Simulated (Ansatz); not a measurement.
`CC(C)[O][GeH]` → `C[CH](C)[Ge][OH]`  (isomerisation)

Calculated with Ansatz (gas phase, PBE0-D4/def2-TZVP geometries, no zero-point term in ΔE). CCSD(T)/CBS is the MP2 limit (def2-TZVPP, def2-QZVPP) plus CCSD(T) − MP2 in def2-TZVPP, frozen cores. Functionals use def2-TZVPP. B3LYP here is the variant with VWN-RPA as its local correlation; programs differ in this. For Ge outer-core shells are correlated without core-valence functions, which leaves a few kJ/mol of doubt a bond. Scalar relativity is left out up to krypton. Each species was taken in one conformer, which may not be the lowest.

**Question.** Is it downhill or uphill in electronic energy at CCSD(T)/CBS, and by how much? (Best estimate.)

**Answer.** Computed: Downhill: ΔE = -53.0 kJ/mol.

**Question.** What do these levels give: PBE-D4, B3LYP-D4, r2SCAN0-D4, revPBE, BHLYP, HF/def2-SVP? (Best estimate.)

**Answer.** Computed: PBE-D4 -49.2, B3LYP-D4 -43.2, r2SCAN0-D4 -47.6, revPBE -47.1, BHLYP -38.5, HF/def2-SVP -17.7 kJ/mol.

**Question.** What do rigid-rotor, harmonic-oscillator terms from PBE0-D4/def2-TZVP frequencies (298.15 K, 1 bar) make of the CCSD(T)/CBS value? (Best estimate.)

**Answer.** The calculation gave: ΔZPE = +4.7 kJ/mol, ΔH = -47.2 kJ/mol, ΔS = 7 J/(mol·K), ΔG = -49.3 kJ/mol. Modes under 50 cm⁻¹ make the entropy rough.

Largest T1 diagnostic among the species: 0.015.

Leaving LDA and LC-ωPBE aside and taking each functional with its dispersion term where it has one, the values, not all of them listed here, spread over 14.9 kJ/mol, from PBE-QIDH to B97M-V. In def2-TZVPP, CCSD(T) changes the Hartree–Fock value by −19.5 kJ/mol (the triples alone add −1.4 kJ/mol) and MP2 by −28.6 kJ/mol. At CCSD(T), def2-SVP lies +27.9 kJ/mol from the extrapolated value and def2-TZVPP +4.9 kJ/mol.
